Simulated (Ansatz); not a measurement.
TeH, multiplicity 2 (the spin of the measured ground state), most abundant isotopes (1.0078 and 129.9062 u). Constants from fifth-degree fits in 1/R to seven points on the lowest solution found; no spin–orbit coupling, no relativity up to Kr; ω_e x_e and α_e move by some per cent with the fit.

Correlated levels freeze the inner cores; with def2 sets outer-core shells near the valence are correlated too.

The values were computed with Ansatz (Gaussian basis) for Hartree–Fock, density functionals and correlated methods. Values without a source in brackets are computed. In def2 rows elements past Kr take small-core potentials, without spin–orbit coupling.

Total energies (hartree; each atom in its lowest state at that level) and vibrational constants (cm⁻¹):

```csv
level,E(TeH) at r_e,E(H),E(Te),ω_e,ω_e x_e
PBE/def2-TZVPP,-268.582710,-0.499616,-267.973098,2068,32
B3LYP/def2-TZVPP,-268.686984,-0.502154,-268.073869,2113,32
wB97M-V/def2-TZVPP,-268.562259,-0.494111,-267.959266,2186,31
CCSD(T)/def2-QZVPP,-268.156764,-0.499983,-267.546964,2158,37
```

**Question.** Work out D_e and D₀ in eV.

**Answer.** 
D_e = E(H) + E(Te) − E(molecule), times 27.2114 eV; D₀ = D_e − (ω_e/2 − ω_e x_e/4)/8065.54.
- PBE/def2-TZVPP: D_e = 2.993, zero point 0.127, D₀ = 2.866 eV
- B3LYP/def2-TZVPP: D_e = 3.019, zero point 0.130, D₀ = 2.889 eV
- wB97M-V/def2-TZVPP: D_e = 2.963, zero point 0.135, D₀ = 2.828 eV
- CCSD(T)/def2-QZVPP: D_e = 2.988, zero point 0.133, D₀ = 2.856 eV
No counterpoise correction is made.

Ansatz is an electronic-structure program.
